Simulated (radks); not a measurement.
Values are calculated unless marked as measured or tabulated.
Problem. Radial electron density D(r) = 4 pi r^2 rho(r) of an atom or ion with 22 electrons. Code: a radial shooting solver on a logarithmic mesh with Libxc functionals. Model: Dirac Kohn-Sham, PBE, spin-unpolarised, spherical densities, finite nucleus; Fermi nuclear charge, rms radius of each element as measured or else 0.836 A^(1/3) + 0.57 fm.

| r (bohr) | D(r) (e/bohr) |
|---|---|
| 0.006143 | 2.743 |
| 0.007038 | 3.449 |
| 0.008128 | 4.368 |
| 0.009387 | 5.492 |
| 0.01076 | 6.765 |
| 0.01242 | 8.355 |
| 0.01423 | 10.09 |
| 0.01643 | 12.18 |
| 0.01898 | 14.48 |
| 0.02174 | 16.79 |
| 0.02511 | 19.27 |
| 0.029 | 21.63 |
| 0.03323 | 23.59 |
| 0.03837 | 25.18 |
| 0.04432 | 26.06 |
| 0.05077 | 26.12 |
| 0.05864 | 25.37 |
| 0.06772 | 23.93 |
| 0.07758 | 22.23 |
| 0.0896 | 20.58 |
| 0.1035 | 19.62 |
| 0.1186 | 19.75 |
| 0.1369 | 21.12 |
| 0.1581 | 23.48 |
| 0.1812 | 25.92 |
| 0.2092 | 27.74 |
| 0.2397 | 27.86 |
| 0.2768 | 25.81 |
| 0.3197 | 21.73 |
| 0.3663 | 16.92 |
| 0.423 | 12.18 |
| 0.4885 | 9.007 |
| 0.5597 | 7.946 |
| 0.6464 | 8.485 |
| 0.7465 | 9.658 |
| 0.8552 | 10.29 |
| 0.9877 | 9.828 |
| 1.141 | 8.244 |
| 1.307 | 6.231 |
| 1.509 | 4.188 |
| 1.743 | 2.658 |
| 1.997 | 1.771 |
| 2.306 | 1.286 |
| 2.663 | 1.052 |
| 3.051 | 0.8999 |
| 3.524 | 0.7247 |
| 4.037 | 0.5354 |
| 4.663 | 0.3407 |
| 5.385 | 0.1870 |
| 6.169 | 0.09191 |
| 7.125 | 0.03655 |
| 8.229 | 0.01186 |
| 9.427 | 0.003303 |
| 10.89 | 0.0006626 |

What is the nuclear charge?

Solution. Z = 22. The innermost maximum, from 1s, lies near gamma/Z bohr with gamma = sqrt(1 - (Z/c)^2) = 0.987, here 0.0449 bohr (found: 0.0480), and its height grows with Z. The density is that of neutral titanium in [Ar] 3d2 4s2; the configuration itself is not fixed sharply by these data, and Z only to about a unit. D(r) has 3 maxima, at r = 0.0480, 0.227, 0.869 bohr, and minima at 0.109, 0.569 bohr, inside which lie 2.15, 10.44 electrons.
